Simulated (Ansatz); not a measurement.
Geometry optimisation, RKS revPBE-D4/def2-SVP (Ansatz).

Input file:

```yaml
crystal:
  periodic: [false, false, false]
  atoms:
    - { symbol: Ge, position_ang: [0.115578, -0.407262, -0.41633] }
    - { symbol: O, position_ang: [0.370369, 0.410311, 2.431376] }
    - { symbol: H, position_ang: [-0.593097, 0.366523, 2.580778] }
    - { symbol: H, position_ang: [1.446527, 0.365571, -0.266099] }
    - { symbol: H, position_ang: [-1.137725, 0.436158, -0.066711] }
    - { symbol: H, position_ang: [-0.031453, -0.937658, -1.87966] }
    - { symbol: O, position_ang: [0.129682, -1.851101, 0.640095] }
    - { symbol: Al, position_ang: [0.251669, -3.571681, 0.674086] }
    - { symbol: H, position_ang: [0.703197, -4.379845, -0.629706] }
    - { symbol: H, position_ang: [-0.093295, -4.249632, 2.078471] }
    - { symbol: H, position_ang: [0.594248, -0.552385, 2.361601] }
basis:
  gaussian: { orbitals: def2-SVP }
hamiltonian:
  xc: revpbe
  dispersion: d4
relax:
  f_tol: 0.03
  max_steps: 50
output:
  orbitals: {}
```

Launched with:

```bash
$ ansatz run input.yaml --threads 4 --pin off --max-ram 5120MiB --backend cpu --events-out ev --progress --plain --runs-dir out
```

Problem. Where does it end, and by what steps?

Solution. The forces met the threshold. The force dipped under the threshold on the way, but the program's further checks kept it going. After 12 steps the energy has fallen by 0.052 eV; H9 moved furthest, 0.36 Å.

| step | energy less start (eV) | largest force component (eV/Å) | accepted |
| --- | --- | --- | --- |
| 0 | 0.0000 | 0.525 | yes |
| 1 | 0.0456 | 2.016 | no |
| 2 | -0.0192 | 0.641 | yes |
| 3 | -0.0300 | 0.468 | yes |
| 4 | -0.0388 | 0.592 | yes |
| 5 | -0.0337 | 0.884 | no |
| 6 | -0.0471 | 0.175 | yes |
| 7 | -0.0500 | 0.048 | yes |
| 8 | -0.0511 | 0.018 | yes |
| 9 | -0.0514 | 0.020 | yes |
| 10 | -0.0515 | 0.048 | yes |
| 11 | -0.0515 | 0.032 | yes |
| 12 | -0.0518 | 0.004 | yes |

```xyz
11
Properties=species:S:1:pos:R:3
Ge 0.173 -0.413 -0.450
O 0.332 0.316 2.540
H -0.627 0.418 2.687
H 1.480 0.394 -0.289
H -1.102 0.425 -0.182
H 0.092 -1.058 -1.868
O 0.193 -1.793 0.738
Al 0.261 -3.524 0.698
H 0.368 -4.275 -0.708
H 0.203 -4.246 2.117
H 0.383 -0.615 2.224
```

Time of the run: 16 s on 4 threads of Intel(R) Xeon(R) Platinum 8375C CPU @ 2.90GHz (Ice Lake) (shared host), peak memory 0.18 GiB.
